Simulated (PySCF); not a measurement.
# How the method moves the HOMO and LUMO of `C#C/C(F)=C\CF`

Compound: C5H4F2.
Atom-mapped SMILES: `[CH:1]#[C:2]/[C:3]([F:4])=[CH:5]\[CH2:6][F:7]` (hydrogens: H8 on C1; H9 on C5; H10, H11 on C6)

Geometry (PBE0-D3(BJ)/def2-SVP, Å), atoms numbered from 1 in this order:
```
atom  x, y, z in Å
C1     2.355    0.765   -0.728
C2     1.500   -0.046   -0.442
C3     0.508   -1.015   -0.108
F4     0.961   -2.270   -0.095
C5    -0.779   -0.766    0.164
C6    -1.394    0.587    0.148
F7    -1.999    0.855    1.352
H8     3.114    1.484   -0.976
H9    -1.419   -1.620    0.404
H10   -0.637    1.362   -0.057
H11   -2.168    0.641   -0.639
```

Basis pcSseg-1 throughout (PySCF), one geometry. The structure is a single PBE0-D3(BJ)/def2-SVP conformer in the gas phase; no vibrational or solvent corrections.

Problem. How do the orbital energies, the gap and the dipole change with the method?

Solution. 
```json
{"method": "OPBE", "kind": "GGA", "HOMO (eV)": "-6.30", "LUMO (eV)": "-2.16", "gap (eV)": "4.15", "μ (D)": "1.91", "SCF cycles": "16"}
{"method": "B97-D", "kind": "GGA", "HOMO (eV)": "-6.31", "LUMO (eV)": "-2.18", "gap (eV)": "4.13", "μ (D)": "1.99", "SCF cycles": "16"}
{"method": "PBE", "kind": "GGA", "HOMO (eV)": "-6.35", "LUMO (eV)": "-2.26", "gap (eV)": "4.09", "μ (D)": "1.94", "SCF cycles": "16"}
{"method": "KT3", "kind": "GGA", "HOMO (eV)": "-6.36", "LUMO (eV)": "-2.21", "gap (eV)": "4.15", "μ (D)": "1.94", "SCF cycles": "16"}
{"method": "B3LYP", "kind": "global hybrid", "HOMO (eV)": "-7.27", "LUMO (eV)": "-1.58", "gap (eV)": "5.70", "μ (D)": "2.09", "SCF cycles": "14"}
{"method": "CAM-B3LYP", "kind": "range-separated hybrid", "HOMO (eV)": "-8.76", "LUMO (eV)": "-0.26", "gap (eV)": "8.50", "μ (D)": "2.16", "SCF cycles": "13"}
{"method": "HF", "kind": "Hartree–Fock", "HOMO (eV)": "-9.90", "LUMO (eV)": "2.37", "gap (eV)": "12.28", "μ (D)": "2.45", "SCF cycles": "13"}
{"method": "LC-wPBE", "kind": "range-separated hybrid", "HOMO (eV)": "-10.09", "LUMO (eV)": "0.83", "gap (eV)": "10.92", "μ (D)": "2.18", "SCF cycles": "14"}
```

The HOMO spans 3.79 eV, from OPBE down to LC-wPBE, and the gap runs from 4.09 eV (PBE) to 12.28 eV (HF). Over the methods OPBE (0 %), B97-D (0 %), PBE (0 %), KT3 (0 %), B3LYP (20 %), HF (100 %), a straight line through the gap against the share of exact exchange rises by 0.81 eV for each 10 % (correlation coefficient 1.000). The dipole ranges from 1.91 D (OPBE) to 2.45 D (HF). This basis has no diffuse functions.
